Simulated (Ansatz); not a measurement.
H3O, charge +1, singlet, at a GFN2-xTB geometry. Base run: CAM-B3LYP/aug-cc-pVDZ in Ansatz (a first-principles code).

Ansatz was given this input:
Ansatz 0.2 input:
```yaml
crystal:
  periodic: [false, false, false]
  atoms:
    - {symbol: O, position_ang: [-0.00167239, -0.00130373, 0.07756824]}
    - {symbol: H, position_ang: [-0.56475946, -0.74616725, -0.23172079]}
    - {symbol: H, position_ang: [-0.36026076, 0.87153693, -0.20012221]}
    - {symbol: H, position_ang: [0.93839937, -0.11493987, -0.18870292]}
basis:
  gaussian:
    orbitals: aug-cc-pVDZ
hamiltonian:
  xc: cam_b3lyp
total_charge: 1
```

Each row names what was changed in the base input (with any setting that the change needs).

| change | basis functions | E (Eh) |
|---|---|---|
| base | 50 | -76.68510 |
| basis = STO-3G | 8 | -75.65091 |
| basis = 3-21G | 15 | -76.24532 |
| basis = def2-SV(P) | 20 | -76.58535 |
| basis = pc-1 | 29 | -76.65383 |
| basis = cc-pVDZ | 29 | -76.67570 |
| basis = 6-31G** | 30 | -76.67574 |
| basis = def2-TZVP | 49 | -76.70789 |
| basis = def2-TZVPD | 67 | -76.70863 |
| basis = pc-2 | 72 | -76.71297 |
| basis = aug-cc-pVTZ | 115 | -76.70890 |
| basis = cc-pVQZ | 145 | -76.71506 |
| basis = def2-QZVP | 147 | -76.71667 |

Totals compare only among sets that treat the same electrons; sets with core potentials leave the core out.
